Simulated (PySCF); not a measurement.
Computed shifts of a molecule C4H4Cl2, KT2/pcSseg-1 (PySCF), GIAO, gas phase, atoms alike by connectivity averaged where their shifts nearly agree, in ppm (number of nuclei): ¹³C: 92.6 (1), 75.1 (1), 72.9 (1), 41.7 (1). ¹H: 6.21 (1), 3.28 (2), 2.45 (1). References: ¹³C against TMS (σ = 185.1 ppm); ³⁵Cl against HCl (σ = 945.4 ppm); ¹H against TMS (σ = 31.47 ppm), references at their B3LYP-D3(BJ)/def2-TZVP geometries, non-relativistic (without spin–orbit terms, shifts of atoms bonded to Cl or Br come out too high). Geometry optimised at B3LYP-D3(BJ)/def2-SVP. Other conformers were not sampled.

**Question.** Pick the molecule that these values belong to.
A) C#CCC(Cl)Cl
B) C=C=CC(Cl)Cl
C) C=C(Cl)/C=C\Cl
D) CC(Cl)=C=CCl

**Answer.** A, C#CCC(Cl)Cl
